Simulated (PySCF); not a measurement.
# Basis-set dependence of excited states

Species: C2H8Si3.
InChI=1S/C2H8Si3/c1-2-4-5-3/h1H,4-5H2,3H3

TDDFT with PBE0 (PySCF), vertical singlets, core orbitals frozen in the response, spherical d and f functions. Geometry: PBE0-D3(BJ)/def2-SVP, one conformer, isolated molecule.

```tsv
basis	functions	diffuse	S1 (eV)	S2 (eV)	S3 (eV)	S4 (eV)	S5 (eV)	LUMO (eV)	α (au)
6-31G*	98	no	5.91	6.19	6.22	6.69	6.91	-0.08	93.6
6-31+G*	118	yes	5.82	6.06	6.12	6.55	6.74	-0.36	103.7
def2-SVP	122	no	5.85	6.12	6.18	6.74	6.84	-0.34	100.3
def2-SVPD	176	yes	5.78	6.04	6.12	6.59	6.64	-0.45	112.8
aug-cc-pVDZ	199	yes	5.76	6.01	6.09	6.50	6.62	-0.46	114.8
def2-TZVP	221	no	5.74	5.99	6.07	6.51	6.59	-0.48	109.0
def2-TZVPD	275	yes	5.71	5.95	6.04	6.44	6.51	-0.55	114.4
```

Problem. Compare the sets with the largest diffuse one.

Solution. States are compared by their number. Against the largest diffuse basis here (def2-TZVPD, itself not a converged limit), sets without diffuse functions differ by up to 0.21 eV in S1 and 0.40 eV in S5; the smaller diffuse sets differ by up to 0.11 and 0.24 eV. State by state, the largest deviation of a set without diffuse functions is S1 0.21, S2 0.23, S3 0.18, S4 0.30, S5 0.40 eV. The same number needn't mean the same state in each row. Against def2-TZVPD the polarisability deviates by -18% in 6-31G*, -9% in 6-31+G*, -12% in def2-SVP, -1% in def2-SVPD, 0% in aug-cc-pVDZ, -5% in def2-TZVP. A single + in a Pople set puts diffuse functions on heavy atoms only.
